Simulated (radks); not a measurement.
Values are calculated unless marked as measured or tabulated.
The thulium ion Tm3+, 66 electrons, occupied as [Xe] 4f12.

Code: a radial shooting solver on a logarithmic mesh with Libxc functionals. Model: scalar-relativistic Kohn-Sham, TASK exchange with Perdew-Wang LDA correlation, spin-polarised, spherical densities, finite nucleus; open shells are filled with parallel spins first (spin-orbit coupling, left out, can overturn this in heavy ions); meta-GGA in the generalised Kohn-Sham scheme; Fermi nuclear charge, rms radius 5.2256 fm.

Energy parts (eV):
| part | energy |
|---|---|
| total | -369090.65 |
| kinetic | 401074.33 |
| electron-nucleus | -905085.82 |
| Hartree | 142602.11 |
| exchange-correlation | -7681.28 |

Orbitals (lengths in bohr, moments of r in powers of bohr; r(max) is where P^2 peaks):
1s up: occ. 1; eigenvalue (eV) -59396.12; r(max) 0.01262
1s down: occ. 1; eigenvalue (eV) -59396.12; r(max) 0.01262
2s up: occ. 1; eigenvalue (eV) -10079.65; r(max) 0.07192
2s down: occ. 1; eigenvalue (eV) -10079.62; r(max) 0.07191
2p up: occ. 3; eigenvalue (eV) -8903.138; r(max) 0.05855
2p down: occ. 3; eigenvalue (eV) -8903.118; r(max) 0.05855
3s up: occ. 1; eigenvalue (eV) -2302.239; r(max) 0.2033
3s down: occ. 1; eigenvalue (eV) -2300.863; r(max) 0.2033
3p up: occ. 3; eigenvalue (eV) -1944.709; r(max) 0.2002
3p down: occ. 3; eigenvalue (eV) -1943.319; r(max) 0.2002
3d up: occ. 5; eigenvalue (eV) -1501.542; r(max) 0.1633
3d down: occ. 5; eigenvalue (eV) -1500.467; r(max) 0.1633
4s up: occ. 1; eigenvalue (eV) -486.9351; r(max) 0.4649
4s down: occ. 1; eigenvalue (eV) -484.3824; r(max) 0.4649
4p up: occ. 3; eigenvalue (eV) -368.6279; r(max) 0.4861
4p down: occ. 3; eigenvalue (eV) -366.0855; r(max) 0.4861
4d up: occ. 5; eigenvalue (eV) -210.5139; r(max) 0.5014
4d down: occ. 5; eigenvalue (eV) -207.9148; r(max) 0.5014
4f up: occ. 7; eigenvalue (eV) -36.4928; r(max) 0.4930
4f down: occ. 5; eigenvalue (eV) -33.9892; r(max) 0.4942
5s up: occ. 1; eigenvalue (eV) -87.7885; r(max) 1.083
5s down: occ. 1; eigenvalue (eV) -86.5431; r(max) 1.088
5p up: occ. 3; eigenvalue (eV) -58.5534; r(max) 1.227
5p down: occ. 3; eigenvalue (eV) -57.6769; r(max) 1.234

The highest occupied level is 4f down at -33.989 eV. Spin moment in Bohr magnetons: 2. The density falls to 0.001 e/bohr^3 at r = 3.05 bohr. Summed over all electrons, <r^2> = 32.34 bohr^2, which gives a Langevin (diamagnetic) susceptibility term of -25.6 x 10^-6 cm^3/mol. For comparison, the ionisation energy in NIST's Atomic Spectra Database is 42.41 eV (semi-empirical). In exact Kohn-Sham theory the highest level is minus the ionisation energy, but local and semilocal functionals leave it too shallow, through self-interaction and a potential that decays too fast; potentials with the right tail come closer. The spin density at the nucleus is 2.96 e/bohr^3 (1s -0.01, 2s -0.56, 3s -10.95, 4s 4.25, 5s 10.23).

Empty levels of this run are not shown, since the potential may be unsettled where no density lies.
